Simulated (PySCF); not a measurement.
Si(H)(Cl)3 cation (Cl₃HSi), SMILES Cl[SiH](Cl)Cl (connectivity only; charge and spin as stated), charge +1, multiplicity 2.

Coordinates come from a PBE-D3(BJ)/def2-SVP optimisation. The spin state was assumed, not searched. The isomer is the one that the SMILES or the coordinates give; other isomers of the formula were not compared.

The numbers are results of PBE-D3(BJ)/def2-SVP (PySCF), not measurements.

Frequencies are harmonic and unscaled.

Modes within 1.5 cm⁻¹ of each other (mostly degenerate sets) share a row, with their intensities summed.

List the normal modes with their intensities. (An estimate is asked for; the answer gives what the named calculation found.)


```
mode  ν (cm⁻¹)  IR (km/mol)  moving atoms (share of kinetic energy)
----  --------  -----------  --------------------------------------
1–2        161          9.8                        Cl 88 %, Si 11 %
3          206          8.4                        Si 69 %, Cl 29 %
4–5        313        116.8                         H 83 %, Si 15 %
6          398          0.0                                 Cl 92 %
7–8        619         85.8                Si 52 %, Cl 34 %, H 13 %
9         1659        218.7                                  H 98 %
```
